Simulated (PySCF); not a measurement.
Compound: C2H8AsB.
SMILES with atom numbers: `[BH2:1][AsH:2][CH2:3][CH3:4]` (hydrogens: H5, H6 on B1; H7 on As2; H8, H9 on C3; H10, H11, H12 on C4)

Computed by this run: PBE0-D3(BJ)/def2-SVP geometry optimisation, gas phase in PySCF 2.14.0; density fitting, grid level 1; the optimiser is geomeTRIC in internal coordinates, started from a GFN2-xTB structure with every atom displaced at random (about 0.01 Å).

Step 0: E = -63700.7049 eV
```
atom  x, y, z in Å  |  force x, y, z in eV/Å
B1      2.5530   -0.3109    0.3371   -1.056   1.386   0.276
As2     0.9161    0.7056    0.8863   -0.028  -0.592  -0.299
C3     -0.4857   -0.3978   -0.0531    0.979   0.313   0.837
C4     -1.7912    0.2920   -0.0834   -1.533  -0.390   0.674
H5      3.5353    0.2552    0.0764    0.977   0.586  -0.204
H6      2.5367   -1.4527    0.3500   -0.046  -1.847   0.059
H7      1.0258    1.7766   -0.1699    0.047   0.279  -0.089
H8     -0.5236   -1.3370    0.4935   -0.057  -0.397   0.268
H9     -0.1385   -0.6221   -1.0415    0.386  -0.210  -0.924
H10    -2.5647   -0.3340   -0.5767    0.170   0.158   0.028
H11    -1.7652    1.2390   -0.5981    0.085   0.698  -0.446
H12    -2.1698    0.4914    0.9391    0.076   0.016  -0.180
```

Step 1: E = -63700.8725 eV
```
atom  x, y, z in Å  |  force x, y, z in eV/Å
B1      2.5772   -0.3026    0.3422    0.127  -0.331  -0.058
As2     0.9304    0.6684    0.8191   -0.064   0.170  -0.152
C3     -0.4855   -0.3949   -0.0672   -0.036  -0.063  -0.136
C4     -1.8424    0.2945   -0.0639    0.208   0.085  -0.097
H5      3.6093    0.2928    0.1358   -0.047  -0.013   0.065
H6      2.5784   -1.5231    0.3742    0.012   0.271   0.011
H7      1.0372    1.8225   -0.1746   -0.021  -0.070   0.121
H8     -0.5235   -1.3470    0.4875    0.005   0.029  -0.015
H9     -0.1572   -0.6338   -1.0936   -0.097   0.033   0.134
H10    -2.6031   -0.3362   -0.5469   -0.041  -0.035  -0.017
H11    -1.8132    1.2536   -0.6106    0.007  -0.092   0.036
H12    -2.1792    0.5112    0.9579   -0.053   0.015   0.108
```

**Question.** Estimate the geometry and energy of step 2. (The exact step hangs on the optimiser's Hessian estimate; all steps are aligned on step 1, rigid shifts and turns removed.)

**Answer.** E = -63700.8806 eV, largest force 0.136 eV/Å
```
atom  x, y, z in Å  |  force x, y, z in eV/Å
B1      2.5895   -0.3100    0.3380   -0.018  -0.022   0.077
As2     0.9298    0.6649    0.7926    0.041  -0.083  -0.099
C3     -0.4938   -0.3995   -0.0823   -0.006   0.009   0.011
C4     -1.8429    0.2970   -0.0592    0.023   0.013   0.013
H5      3.6176    0.3025    0.1790    0.004  -0.009   0.003
H6      2.6042   -1.5205    0.3816   -0.005   0.067  -0.015
H7      1.0361    1.8220   -0.1848   -0.013   0.016   0.009
H8     -0.5285   -1.3497    0.4740    0.014   0.005   0.004
H9     -0.1867   -0.6399   -1.1102   -0.013   0.010   0.003
H10    -2.6154   -0.3309   -0.5309   -0.013   0.005   0.006
H11    -1.8144    1.2519   -0.6078   -0.006  -0.007  -0.001
H12    -2.1671    0.5174    0.9700   -0.008  -0.004  -0.010
```

The energy changes by -0.0082 eV. The first-order estimate −F·Δx gives -0.0138 eV and the mean of the old and new forces, exact on a quadratic surface, -0.0082 eV. The step makes an angle of 75° with the force vector and moves no atom by more than 0.045 Å.

The cost below is that of the whole optimisation. Hardware: Intel Xeon Platinum 8488C, one thread, no GPU, shared host with 96 logical CPUs at a one-minute load of 93. Cost: 43 s of wall time, 0.47 GiB resident at most.
